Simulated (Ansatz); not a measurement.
Two shapes of singlet H₆.

Shape 1:

```xyz
6

H     0.0000    0.0000   -2.3750
H     0.0000    0.0000   -1.4250
H     0.0000    0.0000   -0.4750
H     0.0000    0.0000    0.4750
H     0.0000    0.0000    1.4250
H     0.0000    0.0000    2.3750
```

Shape 2:

```xyz
6

H     0.0000    0.0000   -2.1375
H     0.0000    0.0000   -1.2825
H     0.0000    0.0000   -0.4275
H     0.0000    0.0000    0.4275
H     0.0000    0.0000    1.2825
H     0.0000    0.0000    2.1375
```

Basis set: def2-SVP (spherical functions). All electrons are correlated. Charge 0, multiplicity 1.

Computed with Ansatz (development build ahead of 0.2.0); each method stands on the lowest determinant of its kind that the runs found.

(1) Which shape is lower in energy, and by how much in each method?

## Answers

(1)

```csv
method,E(2) − E(1) (eV)
RHF,0.223
RHF-MP2,0.241
```

Shape 1 is lower. Caution: stretched shape with no unrestricted run beside it, a lower state can exist. Caution for RHF-MP2: bonds are stretched, where a single reference can fail.
